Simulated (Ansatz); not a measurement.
```yaml
crystal:
  periodic: [false, false, false]
  atoms:
    - {symbol: C, position_ang: [-0.491112, 0.531919, -0.197247]}
    - {symbol: O, position_ang: [0.348888, 0.601859, 0.945418]}
    - {symbol: As, position_ang: [1.432605, -0.644023, 0.208015]}
    - {symbol: O, position_ang: [0.326977, -0.151132, -1.135515]}
    - {symbol: H, position_ang: [-0.760878, 1.530413, -0.555715]}
    - {symbol: H, position_ang: [-1.393390, -0.059496, 0.026258]}
    - {symbol: H, position_ang: [0.598211, -1.877639, 0.663186]}
basis:
  gaussian: {orbitals: aug-pcseg-2}
hamiltonian: {xc: {name: SPW92}, pseudopotentials: {relativity: scalar}}
```

```sh
$ ansatz run in.yaml --threads 2 --pin off --events-out ev --progress --plain --max-ram 4352MiB
```

Output, abridged:

```
Functional definition: SPW92
1213 factors; their error is unknown
mean field evaluation 1: about -66419.8879 eV, gradient 7.5e1 eV
mean field evaluation 2: about -66288.9472 eV, gradient 2.3e2 eV
mean field evaluation 4: about -66429.5390 eV, gradient 2.1e1 eV
mean field evaluation 8: about -66430.3876 eV, gradient 6.6e-2 eV
mean field evaluation 16: about -66430.3474 eV, gradient 1.9e-4 eV
mean field -66430.34738175 eV, -2441.2702381728 hartree, gradient 2.9e-5 eV, S^2 0.000000; 0 other end points of the search recorded, 0 dependent functions left out
reference -66430.34743903 eV, -2441.2702402778 hartree; 29, 29 occupied and 237, 237 virtual orbitals, 1213 factors
Total energy: -66430.34743903 eV, -2441.2702402778 hartree
Relativity: scalar
```

It took 2.5 s on 2 threads of an AMD EPYC 7B13 on a shared host, with 0.37 GiB of host memory at the peak.
